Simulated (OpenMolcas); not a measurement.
# Ni4+ in a point-charge field

Ni4+ among 8 point charges of -1.6 e arranged as a cube (Oh), 1.83 Å from the ion.
```
   1.0566    1.0566    1.0566  -1.60
   1.0566    1.0566   -1.0566  -1.60
   1.0566   -1.0566    1.0566  -1.60
   1.0566   -1.0566   -1.0566  -1.60
  -1.0566    1.0566    1.0566  -1.60
  -1.0566    1.0566   -1.0566  -1.60
  -1.0566   -1.0566    1.0566  -1.60
  -1.0566   -1.0566   -1.0566  -1.60
```

```yaml
Program: OpenMolcas 26.06
Method: "SS-CASPT2, IPEA 0.25 Eh, imaginary shift 0.1 Eh (closed shells correlated: 3s 3p)"
Basis: ANO-RCC-VDZP [5s4p2d1f]
Scalar_Hamiltonian: DKH2, point nucleus
Active_space: 6 electrons in 5 orbitals (3d)
State_averaging: 2S+1 = 5 even, 5 roots; 2S+1 = 3 even, 45 roots; 2S+1 = 1 even, 50 roots
Spin-orbit_coupling: RASSI with atomic mean-field integrals over the reference wave functions
```

The lowest spin-free states (labels of O, the rotations of Oh), above the lowest:

| State | Degeneracy | E (cm-1) | Free-ion L (%) |
| --- | --- | --- | --- |
| 5E | 2 | 0 | D (100) |
| 5T2 | 3 | 2920 | D (100) |
| 3T1 | 3 | 28070 | H (90) |
| 3E | 2 | 28690 | H (99) |
| 3T1 | 3 | 29570 | P (55) |
| 3T1 | 3 | 29600 | H (82) |
| 3T2 | 3 | 29820 | H (93) |
| 3A2 | 1 | 30620 | F (100) |
| 3T2 | 3 | 31820 | F (90) |
| 3T1 | 3 | 34200 | F (71) |
| 3A1 | 1 | 34750 | G (100) |
| 3T1 | 3 | 35830 | G (91) |
| 3E | 2 | 36050 | G (98) |
| 3T2 | 3 | 37850 | G (97) |
| 1E | 2 | 42310 | I (95) |
| 1T2 | 3 | 42360 | I (88) |
| 1A2 | 1 | 42990 | I (100) |
| 1T2 | 3 | 43280 | I (58) |
| 1A1 | 1 | 43550 | I (70) |
| 1T1 | 3 | 43960 | I (75) |

The lowest levels with spin-orbit coupling:

```
E (cm-1)  Degeneracy  Label  2S+1
       0           1     A1     5
      62           3     T1     5
     120           2      E     5
     230           3     T2     5
     360           1     A2     5
    2660           3     T2     5
    3120           3     T1     5
    3220           2      E     5
    3730           3     T2     5
    3840           3     T1     5
    3950           1     A1     5
   28040           1     A1     3
   28170           3     T1     3
   28240           3     T2     3
   28330           2      E     3
   28740           3     T2     3
   28940           2      E     3
   28950           3     T1     3
   29110           3     T2     3
   29540           2      E     3
```

Powder χT (cm3 K/mol): 0.2 at 2 K, 1 at 10 K, 3.39 at 50 K, 3.89 at 100 K, 4.05 at 200 K, 4.07 at 300 K. The effective moment at 300 K is 2.828 √(χT) = 5.71 μB.

The lowest level has 2S+1 = 5, for which the spin-only value is χT = S(S+1) / 2 = 3.000 cm3 K/mol (g = 2). The computed 4.072 at 300 K differs by +1.072, through orbital momentum, spin-orbit coupling and any other state in reach.

Roots that are degenerate in the reference are averaged as groups; the widest CASPT2 spread within a group is 450 cm-1 (the 3-fold group of multiplicity 3 near 73500 cm-1 above the lowest state of its run). Shifts and gaps below about the spread of the groups concerned are not significant. An orbital doublet at a regular site is open to a Jahn-Teller distortion, which this geometry leaves out. Point charges give a weaker field than real ligands, and real ions of this kind are often low spin; the high spin found here belongs to the model. The ground term spreads over less than 5000 cm-1, several times less than with real ligands, so orbital moments are less quenched and χT lies further from the spin-only value than at real sites. Free-ion shares, where given, are those of the reference states; single-state CASPT2 does not remix them. This is an electrostatic model: the charges have no orbitals. No measured value stands beside these numbers.
